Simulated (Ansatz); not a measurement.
Basis-set extrapolation for ClH7N2SSi2 (`N[SiH2]S[SiH](N)Cl`) (PBE0-D4/def2-TZVP geometry, frozen core, the Gaussian-basis code of Ansatz). Multiplicity 1, RHF reference.

|  | def2-TZVPP | def2-QZVPP |
| --- | --- | --- |
| HF | -1548.156746 | -1548.204382 |
| MP2 correlation | -1.039552 | -1.126380 |
| CCSD(T) correlation | -1.151630 | not run |

Energies in hartree. Use E(X) = E(∞) + A·exp(−7.88·√X) for Hartree–Fock and E(X) = E(∞) + B·X^(−2.97) for correlation, with X = 3 and 4, and add CCSD(T) minus MP2 of the smaller set to the MP2 limit.

Q: What is the CCSD(T) energy at the basis-set limit?

A: HF limit: -1548.204382 + (-0.047636) × 0.13774 = -1548.21094. MP2 limit: -1.126380 + (-0.086828) × 0.74074 = -1.19070. Higher-order term: -1.151630 − (-1.039552) = -0.11208. Total: -1549.51372 hartree, 539.1 kJ/mol below CCSD(T)/def2-TZVPP.
